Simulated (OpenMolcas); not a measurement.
Ni2+ (d8) among equal point charges was computed by CASSCF with the d shell active (OpenMolcas, ANO-RCC-VDZP on the metal). Its lowest spin-free states, and all those of the highest spin:

```json
{"2S+1": "3", "Degeneracy": "3", "E (cm-1)": "0.0"}
{"2S+1": "3", "Degeneracy": "3", "E (cm-1)": "1341"}
{"2S+1": "3", "Degeneracy": "1", "E (cm-1)": "2991"}
{"2S+1": "1", "Degeneracy": "3", "E (cm-1)": "16492"}
{"2S+1": "1", "Degeneracy": "2", "E (cm-1)": "17128"}
{"2S+1": "3", "Degeneracy": "3", "E (cm-1)": "20311"}
{"2S+1": "1", "Degeneracy": "3", "E (cm-1)": "25380"}
{"2S+1": "1", "Degeneracy": "3", "E (cm-1)": "26156"}
{"2S+1": "1", "Degeneracy": "2", "E (cm-1)": "26205"}
{"2S+1": "1", "Degeneracy": "1", "E (cm-1)": "26426"}
{"2S+1": "1", "Degeneracy": "1", "E (cm-1)": "62300"}
```

**Question.** Is the site octahedral, tetrahedral or cube-like, axial, or of lower symmetry?

**Answer.** The states with 2S+1 = 3 have orbital degeneracies 3, 3, 1, 3. Threefold states need a cubic site. For d8 at this spin an octahedron puts the single A2 below the threefold T2 and a tetrahedron or cube puts the threefold T1 below the threefold T2, so the site is a tetrahedron or a cube, which this pattern cannot tell apart. The run had Ni2+ among 4 point charges of -0.98 e arranged as a tetrahedron (Td), 1.69 Å from the ion.

An orbital triplet at a regular site is open to Jahn-Teller coupling, which can distort the site and quench the lowest spin-orbit gaps and is left out. Without dynamic correlation the repulsion within the d shell is too large (B by tens of per cent), so at a given field states of lower spin stand too high. The ground term spreads over less than 5000 cm-1, several times less than with real ligands, so orbital moments are less quenched and χT lies further from the spin-only value than at real sites. Point charges carry no covalency, so the field is a model and not that of real ligands. No measured value stands beside these numbers.
